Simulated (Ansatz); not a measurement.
Species: WF$_{2}$, net charge 0, quintet state. The spin state was set by rule; other spins were not relaxed. SMILES: [F][W][F]
Geometry: optimised at B3LYP-D3(BJ)/def2-TZVP (Ansatz, a quantum-chemistry and plane-wave program).

Parts of the frozen-core correlation energy in def2-TZVPP (Ansatz, hartree). Frozen orbitals: 6; correlated occupied orbitals by spin: 12 and 8; virtual: 100 and 104. UHF or UKS for open shells. Spin-orbit coupling is left out. Past Kr the def2 sets carry scalar-relativistic core potentials.

```csv
term,value
reference (HF),-265.44908
MP2 opposite-spin,-0.42678
MP2 same-spin,-0.19389
CCSD correlation,-0.62107
(T),-0.02137
T1 diagnostic,0.021
largest doubles amplitude,0.030
<S^2> of the reference,6.011
```
